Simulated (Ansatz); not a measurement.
Ge(F)3(SH) (F3GeHS), SMILES [F][Ge]([F])([F])[SH]. Atoms are numbered in the order given.

```xyz
6

F     -0.8850    -1.0023    -1.0652
Ge    -0.2487     0.1798     0.0126
F     -0.4751     1.6765    -0.8073
F     -1.2664     0.2006     1.3967
S      1.8214    -0.1933     0.6190
H      2.2524    -0.1168    -0.6641
```
Charge 0, spin multiplicity 1.

Geometry optimised at B3LYP-D3(BJ)/def2-SVP. This is a generated structure with no PubChem entry under its InChIKey; it may be hypothetical. One conformer was computed; it need not be the lowest.

Two levels are set side by side: PBE-D3(BJ)/def2-SVP (Ansatz, a program for electronic structure) and B3LYP-D3(BJ)/def2-SVP (Ansatz). Each level has its own optimised geometry; the coordinates shown are those of the second. Differences are taken from unrounded values.

```csv
quantity,B3LYP-D3(BJ)
mean bond length (Å),1.741
bond F1–Ge2 (Å),1.722
bond Ge2–F3 (Å),1.722
bond Ge2–F4 (Å),1.718
bond Ge2–S5 (Å),2.189
bond S5–H6 (Å),1.356
```

What does PBE-D3(BJ) give, and how far is it from B3LYP-D3(BJ)? (Estimate from the structure and the level; the computed values follow.)


```csv
quantity,PBE-D3(BJ),PBE-D3(BJ) minus B3LYP-D3(BJ)
mean bond length (Å),1.753,0.011
bond F1–Ge2 (Å),1.735,0.014
bond Ge2–F3 (Å),1.735,0.014
bond Ge2–F4 (Å),1.732,0.013
bond Ge2–S5 (Å),2.196,0.006
bond S5–H6 (Å),1.365,0.009
```

Exact exchange shortens and stiffens bonds; PBE has none. Differences between two approximate levels are no errors against the true value.
